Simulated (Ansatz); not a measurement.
Isolated molecules relaxed with PBE0-D4/def2-TZVP in Ansatz; ΔE leaves out vibrations. CCSD(T)/CBS adds triple-zeta CCSD(T) − MP2 to the extrapolated MP2 energy (def2 sets, frozen cores). This one scheme is used for every species. Functionals use def2-TZVPP. B3LYP here is the variant with VWN-RPA as its local correlation; programs differ in this. HSE06 is defined as in plane-wave codes. Elements past krypton have def2 core potentials. For W outer-core shells are correlated without core-valence functions, which leaves a few kJ/mol of doubt a bond. Each species was taken in one conformer, which may not be the lowest.

Reaction (ligand exchange at a W–O bond): `[OH][W]([OH])(=[S])=[S]` + NH₃ → `[NH2][W]([OH])(=[S])=[S]` + H₂O

```csv
level,ΔE (kJ/mol),difference from CCSD(T)/CBS
revPBE-D4,20.9,6.6
BLYP-D4,23.9,9.6
B97M-V,29.5,15.2
PBE0-D4,18.4,4.1
B3LYP-D4,21.4,7.1
r2SCAN0-D4,20.9,6.6
HSE06-D4,18.4,4.1
BHLYP-D4,19.5,5.2
CAM-B3LYP-D4,22.9,8.6
ωB97X-V,23.1,8.8
B2PLYP,22.4,8.1
PBE-QIDH,16.9,2.6
PBE,24.2,9.9
revPBE,25.8,11.5
BLYP,28.7,14.4
r2SCAN,25.9,11.6
PBE0,20.6,6.3
B3LYP,25.3,11.0
r2SCANh,24.1,9.8
r2SCAN0,21.7,7.4
HSE06,20.4,6.1
BHLYP,23.0,8.7
CAM-B3LYP,25.2,10.9
LC-ωPBE,23.1,8.8
RPA@PBE/def2-TZVPP,18.3,4.0
HF/def2-SVP,19.1,4.8
MP2/def2-SVP,16.6,2.3
CCSD/def2-SVP,17.0,2.7
CCSD(T)/def2-SVP,17.9,3.6
HF/def2-TZVPP,23.6,9.3
MP2/def2-TZVPP,13.2,-1.1
SCS-MP2/def2-TZVPP,16.3,2.0
CCSD/def2-TZVPP,16.3,2.0
CCSD(T)/def2-TZVPP,16.5,2.2
HF/def2-QZVPP,23.6,9.3
MP2/def2-QZVPP,11.9,-2.4
SCS-MP2/def2-QZVPP,15.0,0.7
HF/CBS(def2),23.5,9.2
MP2/CBS(def2),11.0,-3.3
CCSD/CBS(def2),14.1,-0.2
CCSD(T)/CBS,14.3,0
```

Largest T1 diagnostic among the species: 0.023, so the coupled-cluster value is less sure than usual.

From BLYP to BHLYP (50 % exact exchange), in def2-TZVPP and without D4, ΔE moves by −5.7 kJ/mol. Leaving LDA and LC-ωPBE aside and taking each functional with its dispersion term where it has one, the values spread over 12.5 kJ/mol, from PBE-QIDH to B97M-V. LDA lies −4.9 kJ/mol from PBE without D4.
